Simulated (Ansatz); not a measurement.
C$_{2}$H$_{7}$Al, charge -1, doublet, geometry from GFN2-xTB (such geometries of metal compounds can be far from the true shape) (a state made from the parent by changing its charge; the spin is typed, not shown lowest) (a gas-phase anion, which may not be bound at this level); CCSD(T)/6-31G* run with Ansatz (an electronic-structure program).

Here is a job for Ansatz.
Ansatz 0.2 input:
```yaml
crystal:
  periodic: [false, false, false]
  atoms:
    - {symbol: Al, position_ang: [0.72979096, -0.11447531, -0.08457774]}
    - {symbol: C, position_ang: [-0.72047631, -1.52848099, 0.40299154]}
    - {symbol: H, position_ang: [-0.32993588, -2.55612122, 0.33806958]}
    - {symbol: H, position_ang: [-1.60409967, -1.51079989, -0.25270682]}
    - {symbol: H, position_ang: [-1.11329866, -1.43071967, 1.42773765]}
    - {symbol: C, position_ang: [-0.27281966, 1.71143823, -0.11954513]}
    - {symbol: H, position_ang: [0.37240532, 2.52707988, -0.48175300]}
    - {symbol: H, position_ang: [-0.63344015, 2.04226083, 0.86761268]}
    - {symbol: H, position_ang: [-1.15679819, 1.72654885, -0.77482892]}
    - {symbol: H, position_ang: [0.93766048, -0.40781324, -1.72529904]}
basis:
  gaussian:
    orbitals: 6-31G*
total_charge: -1
magnetization: {spin_polarized: true, initial_magnetization: 1}
correlation: {method: ccsd_t, electrons: outside_noble_gas}
accuracy: high
```

What the program printed (banner, timings and long lists left out):

```
Functional definition: HF
1491 factors; integrals over basis functions are off by at most 3.5e-9 eV
mean field evaluation 1: about -8751.5050 eV, gradient 1.4e1 eV
mean field evaluation 2: about -8751.5396 eV, gradient 1.4e1 eV
mean field evaluation 4: about -8753.1957 eV, gradient 1.7e0 eV
mean field evaluation 8: about -8753.2250 eV, gradient 2.2e-1 eV
mean field evaluation 16: about -8753.2266 eV, gradient 2.9e-8 eV
mean field -8753.22659150 eV, -321.6751440876 hartree, gradient 2.9e-8 eV, S^2 0.751438; 0 other end points of the search recorded, 0 dependent functions left out
7 core orbitals not correlated
reference -8753.22659150 eV, -321.6751440876 hartree; 10, 9 occupied and 46, 47 virtual orbitals, 1491 factors
second order -8.70619098 eV of doubles, -0.00000000 eV of singles
cycle   1  -9.51542131 eV  change   -8.1e-1 eV  update   7.7e-2
cycle   2  -9.87814921 eV  change   -3.6e-1 eV  update   2.7e-2
cycle   3  -9.92899706 eV  change   -5.1e-2 eV  update   9.0e-3
cycle   4  -9.92669793 eV  change    2.3e-3 eV  update   2.8e-3
cycle   5  -9.92585366 eV  change    8.4e-4 eV  update   8.4e-4
cycle   6  -9.92578174 eV  change    7.2e-5 eV  update   2.8e-4
cycle   7  -9.92581131 eV  change   -3.0e-5 eV  update   1.0e-4
cycle   8  -9.92581574 eV  change   -4.4e-6 eV  update   4.3e-5
cycle   9  -9.92581251 eV  change    3.2e-6 eV  update   2.0e-5
cycle  10  -9.92581466 eV  change   -2.2e-6 eV  update   9.0e-6
cycle  11  -9.92581552 eV  change   -8.6e-7 eV  update   3.5e-6
cycle  12  -9.92581473 eV  change    7.9e-7 eV  update   1.2e-6
cycle  13  -9.92581463 eV  change    9.8e-8 eV  update   4.6e-7
cycle  14  -9.92581446 eV  change    1.7e-7 eV  update   1.5e-7
cycle  15  -9.92581441 eV  change    4.9e-8 eV  update   6.2e-8
cycle  16  -9.92581438 eV  change    2.5e-8 eV  update   3.2e-8
cycle  17  -9.92581438 eV  change    4.0e-9 eV  update   2.1e-8
cycle  18  -9.92581428 eV  change    9.5e-8 eV  update   9.7e-8
cycle  19  -9.92581426 eV  change    2.4e-8 eV  update   2.5e-8
cycle  20  -9.92581426 eV  change    3.4e-9 eV  update   6.6e-9
cycle  21  -9.92581426 eV  change   4.6e-10 eV  update   2.3e-9
perturbative correction -0.25928169 eV, -0.0095284262 hartree
Total energy: -8763.41168744 eV, -322.0494394598 hartree
```
